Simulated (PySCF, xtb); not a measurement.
CH3Cl2NSi2, SMILES Cl[Si]1(Cl)N=C[SiH2]1.

Harmonic wavenumbers (cm⁻¹) from xtb 6.7.1 with GFN2-xTB at its own minimum, in rising order: 73, 100, 132, 159, 280, 310, 359, 448, 468, 518, 523, 577, 694, 733, 768, 820, 1217, 1594, 2255, 2258, 3002.

Question: What does PBE-D3(BJ)/def2-SVP (PySCF) give at its own minimum? (The exact figures need the calculation; the answer reports its results.)

Answer: 78, 110, 154, 191, 259, 335, 440, 444, 523, 560, 602, 626, 724, 732, 864, 894, 1238, 1529, 2137, 2159, 2954. Paired by order, the mean absolute difference is 47 cm⁻¹ and the zero-point energies are 24.7 and 25.1 kcal/mol.
